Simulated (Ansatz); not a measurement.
Mulliken charges of BH3OSiZn (`O[B]1[SiH2][Zn]1`) from PBE/def2-TZVPP in Ansatz (PBE0-D4/def2-TZVP geometry).

```json
{"atom": "O1", "x (Å)": "-1.463", "y (Å)": "1.130", "z (Å)": "-0.440", "charge (e)": "-0.167"}
{"atom": "B2", "x (Å)": "-0.415", "y (Å)": "0.343", "z (Å)": "-0.237", "charge (e)": "0.164"}
{"atom": "Si3", "x (Å)": "0.638", "y (Å)": "-0.619", "z (Å)": "1.051", "charge (e)": "-0.117"}
{"atom": "Zn4", "x (Å)": "-0.229", "y (Å)": "-1.616", "z (Å)": "-1.473", "charge (e)": "-0.013"}
{"atom": "H5", "x (Å)": "-1.490", "y (Å)": "1.629", "z (Å)": "-1.260", "charge (e)": "0.227"}
{"atom": "H6", "x (Å)": "1.275", "y (Å)": "0.293", "z (Å)": "2.065", "charge (e)": "-0.065"}
{"atom": "H7", "x (Å)": "1.746", "y (Å)": "-1.228", "z (Å)": "0.247", "charge (e)": "-0.029"}
```

By hand: the dipole of these point charges (1 e Å = 4.8032 D).

Σ q r = (-0.367, 0.347, -0.497) e Å, of length 0.709 e Å = 3.41 D.

How does the dipole of the full density compare? (An estimate is asked.)

Computed: (-0.208, 0.184, -0.546) e Å, 2.94 D; the point charges give 1.16 times that, at 19° from its direction.

Point charges leave out the atoms' own dipoles, such as those of lone pairs, and Mulliken's split depends on the basis, so the two needn't agree.
